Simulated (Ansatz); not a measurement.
Ansatz (a quantum-chemistry and plane-wave program) input (B3LYP/LANL2DZ): The .json file is the Basis Set Exchange's LANL2DZ.

Ansatz 0.2 input:
```yaml
crystal:
  periodic: [false, false, false]
  atoms:
    - {symbol: Hg, position_ang: [-0.00000000, -0.00000000, -0.73352435]}
    - {symbol: Br, position_ang: [0.00000000, 0.00000000, 1.67662709]}
basis:
  gaussian:
    orbitals: LANL2DZ.json
hamiltonian:
  xc: {name: B3LYP}
magnetization: {spin_polarized: true, initial_magnetization: 1}
```

From the last part of the output:

```
WARN ansatz: RAYON_NUM_THREADS=1 ignored (pool sized by the plan → 1); use --threads N
Functional definition: B3LYP
integrals: 0.01 GiB planned
401 factors; integrals over basis functions are off by at most 1.4e-4 eV
mean field: 0.10 GiB planned
mean field evaluation 1: about -1520.9456 eV, gradient 8.1e0 eV
mean field evaluation 2: about -1520.3992 eV, gradient 1.2e1 eV
mean field evaluation 4: about -1521.6674 eV, gradient 5.1e-1 eV
mean field evaluation 8: about -1521.8196 eV, gradient 6.8e-2 eV
mean field evaluation 16: about -1521.8196 eV, gradient 3.1e-5 eV
mean field -1521.81964694 eV, -55.9258404986 hartree, gradient 3.1e-5 eV, S^2 0.752407; 0 other end points of the search recorded, 0 dependent functions left out
reference -1521.81983534 eV, -55.9258474221 hartree; 10, 9 occupied and 16, 17 virtual orbitals, 401 factors
Total energy: -1521.81983534 eV, -55.9258474221 hartree
```
